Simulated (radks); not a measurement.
Rb5+, configuration [Ar] 3d10 4s2 4p(up 1, down 1) (spins set by hand, not the high-spin state). All-electron calculation, scalar-relativistic Kohn-Sham, r2SCAN, spin-polarised, spherical densities, finite nucleus; meta-GGA in the generalised Kohn-Sham scheme; Fermi nuclear charge, rms radius 4.2036 fm. Program: a radial shooting solver on a logarithmic mesh with Libxc functionals. Some entries of the table are withheld. Estimate them.

orbital  occ.  eigenvalue (hartree)  <1/r> (bohr^-1)  <r^2> (bohr^2)
1s          2             -556.5302            37.87        0.002189
2s          2             -76.99793            8.450             (1)
2p          6             -68.47830            8.241         0.02942
3s          2             -13.79509            2.819          0.2969
3p          6             -11.02731            2.662          0.3116
3d         10              -6.46589              (2)          0.3309
4s          2              -3.47104            1.002           2.012
4p          2              -2.76286           0.9025           2.428

Answer. 
(1) 2s <r^2> (bohr^2): 0.03722
(2) 3d <1/r> (bohr^-1): 2.401
